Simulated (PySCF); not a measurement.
Ge(H)2(OEt)(NH2), C₂H₉GeNO, SMILES CC[O][GeH2][NH2], PBE0/def2-SVP optimised geometry.

```
14

Ge    -1.91    -0.44     0.00
N     -2.49    -1.20    -1.55
O     -0.13    -0.44     0.00
C      0.58     0.17    -1.06
C      2.05    -0.18    -0.93
H     -2.45     1.01     0.00
H     -2.24    -1.22     1.28
H     -2.56    -2.21    -1.59
H     -3.28    -0.77    -2.01
H      0.19    -0.18    -2.04
H      0.45     1.27    -1.04
H      2.63     0.29    -1.75
H      2.19    -1.27    -0.98
H      2.45     0.18     0.03
```

Density from PBE0/def2-TZVP (PySCF) at that geometry.

Minimum of the electron density along straight lines between bonded atoms, close to the bond critical point (lines longer than 1.1 times the sum of covalent radii, or with two minima, are not listed):

```csv
bond,length / Å,ρ at the minimum / e bohr⁻³,∇²ρ there / e bohr⁻⁵,position (fraction from the first atom)
Ge1–N2,1.823,0.143,…,0.47
Ge1–O3,1.780,0.143,0.64,0.47
O3–C4,1.407,0.262,…,0.65
C4–C5,1.512,0.257,…,0.51
Ge1–H6,1.543,0.134,0.05,0.59
Ge1–H7,1.536,0.136,0.05,0.59
N2–H8,1.014,0.332,-1.61,0.74
N2–H9,1.014,0.332,-1.61,0.74
C4–H10,1.107,0.277,-0.96,0.65
C4–H11,1.110,0.274,-0.94,0.64
C5–H12,1.101,0.270,-0.90,0.64
C5–H13,1.100,0.272,-0.91,0.64
C5–H14,1.100,0.272,-0.91,0.64
```

Q: Some entries are withheld; supply them.

A: 
- Ge1–N2, ∇²ρ there / e bohr⁻⁵: 0.46
- O3–C4, ∇²ρ there / e bohr⁻⁵: -0.56
- C4–C5, ∇²ρ there / e bohr⁻⁵: -0.67
